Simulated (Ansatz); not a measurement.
Stretching the C1–I2 bond in CH3I (SMILES CI) (multiplicity 1 held, fragments rigid). Energies count from the point at 2.156 Å.
Geometry at that point (charge 0, multiplicity 1):
```xyz
5

C     -1.8269    -0.0363    -0.0411
I      0.3286     0.0065     0.0074
H     -2.1203    -0.8439    -0.7016
H     -2.1705    -0.2081     0.9724
H     -2.1618     0.9240    -0.4159
```

Restricted levels (R-, RO-) in cc, def2 and unpolarised 6-31G sets keep to the state of the molecule at rest. U- levels take the lowest unrestricted solution at each point, which mixes spins at long bonds. Active spaces are followed from a long bond inwards. Curves can end on different states.

Cores are frozen in the correlated methods. Filled d and f shells under p-block atoms count as core.

Run with Ansatz (Gaussian orbitals). Values without a source in brackets are computed. In def2 rows elements past Kr take small-core potentials, without spin–orbit coupling.

Energies in kcal/mol.

```tsv
R (Å)	R-MP2/def2-SVP	U-SCS-MP2/def2-SVP	R-CCSD(T)/def2-SVP	R-CCSDT(Q)/def2-SVP	FIC-MRCISD on CASSCF(6,4)/def2-SVP	FIC-MRCISD+Q on CASSCF(6,4)/def2-SVP
1.725	63.9	65.0	65.7	65.8	65.9	65.9
1.941	11.0	11.5	12.0	12.1	12.2	12.2
2.156	0.0	0.0	0.0	0.0	0.0	0.0
2.372	6.4	5.8	4.9	4.8	4.6	4.7
2.588	19.2	25.6	15.6	15.4	15.0	15.2
2.911	40.5	46.3	32.6	32.2	31.5	31.9
3.235	59.5	54.6	45.1	45.1	44.2	44.7
3.774	81.9	59.5	50.5	55.8	54.9	55.7
4.313	92.9	60.9	39.7	58.5	58.2	59.1
4.960	94.3	61.5	22.4	58.8	59.2	60.1
5.822	84.7	61.7	10.8	58.7	59.5	60.4
6.901	66.1	61.8	8.9	58.8	59.5	60.5
```

Doubts at one or more of the structures used: a restricted determinant that unrestricted orbitals would lower (R-MP2/def2-SVP, R-CCSD(T)/def2-SVP, R-CCSDT(Q)/def2-SVP); a spin-contaminated determinant (U-SCS-MP2/def2-SVP); other coupled-cluster roots lie near (R-CCSD(T)/def2-SVP, R-CCSDT(Q)/def2-SVP); T1 above 0.05 (R-CCSD(T)/def2-SVP, R-CCSDT(Q)/def2-SVP); active orbitals that take no part (FIC-MRCISD on CASSCF(6,4)/def2-SVP, FIC-MRCISD+Q on CASSCF(6,4)/def2-SVP).

Ansatz is a first-principles code.
